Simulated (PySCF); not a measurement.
Geometries of 2 isomers of C2H6OS2Si, from PBE0-D3(BJ)/def2-SVP geometry optimisation, gas phase (PySCF). One conformer each, no zero-point energy, no frequencies.

**Question.** Which isomer lies lower at this level?
A.
```xyz
12
angstrom
C     -1.194   -0.903    0.254
O     -1.421    0.468    0.323
Si    -0.354    1.554   -0.368
S      1.588    1.224    0.458
C      1.540   -0.605    0.249
S      0.263   -1.477    1.185
H     -1.090   -1.241   -0.795
H     -2.047   -1.434    0.704
H     -0.340    1.295   -1.842
H     -0.802    2.930   -0.045
H      1.471   -0.860   -0.822
H      2.506   -0.976    0.618
```
B.
```xyz
12
angstrom
O      2.829   -0.553    0.333
Si     1.561    0.349   -0.239
S      0.111    1.031    1.188
C     -1.190   -0.172    0.724
C     -1.290   -0.317   -0.780
S      0.305   -0.837   -1.514
H      2.602   -1.400    0.730
H      2.230    1.510   -0.869
H     -0.985   -1.143    1.200
H     -2.130    0.223    1.139
H     -1.609    0.629   -1.242
H     -2.018   -1.098   -1.048
```

**Answer.** B. That is `O[SiH]1SCCS1`, 39.3 kcal/mol below the other.

```csv
SMILES,atoms numbered as above,E (Eh),relative (kcal/mol),relative (kJ/mol),dipole (D)
O[SiH]1SCCS1,[OH:1][SiH:2]1[S:3][CH2:4][CH2:5][S:6]1,-1240.01394,0.0,0.0,2.56
C1O[SiH2]SCS1,[CH2:1]1[O:2][SiH2:3][S:4][CH2:5][S:6]1,-1239.95139,39.3,164.2,1.97
```

As drawn, the lower has an O–H bond, which the higher lacks.
